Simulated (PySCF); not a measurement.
Compound: Cu(AsH3)(SiH3) (singlet state).
Cartesian coordinates in Å at the PBE0-D3(BJ)/def2-SVP level; atoms count from 1:
```xyz
9
AsCuH6Si angstrom
Cu     0.0212   -0.0509   -0.0798
As     0.0036   -0.0496    2.2826
H      0.8190   -1.0489    3.0724
H     -1.2914   -0.2387    3.0404
H      0.4657    1.1832    3.0264
Si     0.0294    0.0163   -2.3732
H      1.3559    0.3883   -2.9868
H     -0.9370    1.0143   -2.9610
H     -0.3336   -1.2833   -3.0465
```

Computed with TDDFT B3LYP/def2-SVPD, vertical, gas phase, core orbitals frozen in the response (PySCF). Relativistic effects, spin–orbit coupling among them, are left out although an element past zinc is present.

Frontier orbitals with the atoms that hold most of them (Löwdin shares over 4%, at most four atoms):

```
orbital  ε (eV)                             atoms
 LUMO+2   -0.98  Cu1 29%, As2 27%, H3 12%, H4 12%
 LUMO+1   -1.33  As2 42%, Cu1 29%, H5 11%, Si6 6%
   LUMO   -1.34   As2 42%, Cu1 30%, H3 10%, H4 8%
   HOMO   -5.98    Si6 42%, Cu1 34%, H8 6%, H7 6%
 HOMO-1   -7.63           Cu1 78%, As2 9%, Si6 6%
 HOMO-2   -7.65                           Cu1 93%
 HOMO-3   -7.66                           Cu1 96%
```

Within 0.005 eV of a neighbour in this list lie HOMO-3/HOMO-2.

**Question.** The HOMO–LUMO gap is 4.64 eV. Where does the response calculation put the lowest singlet, and from which orbitals?

**Answer.** S1 is at 3.91 eV (f = 0.025), 0.74 eV below the gap, made of HOMO→LUMO/LUMO+1 (98%). S1/S2 lie within about 0.01 eV of each other. Without the coupling terms of the response equations the lowest excitation would equal the gap.

For S1 the Löwdin share of copper is 34% in HOMO and 30% in LUMO.

Next come S2 at 3.91 eV (f 0.025), HOMO→LUMO/LUMO+1 (98%); S3 at 4.41 eV (f 0.130), HOMO→LUMO+2 (93%); S4 at 4.92 eV (f 0.0000), HOMO-3/HOMO-2→LUMO/LUMO+1 (≥86%); S5 at 4.92 eV (f 0.0000), HOMO-3/HOMO-2→LUMO/LUMO+1 (≥86%).

Orbitals of the list HOMO-3 to LUMO+2 that lie within 0.01 eV of each other are written together with a slash and their weights summed (≥ marks a lower bound); for degenerate orbitals outside that list single weights are arbitrary.

Löwdin shares depend on the basis, the more so with diffuse functions.
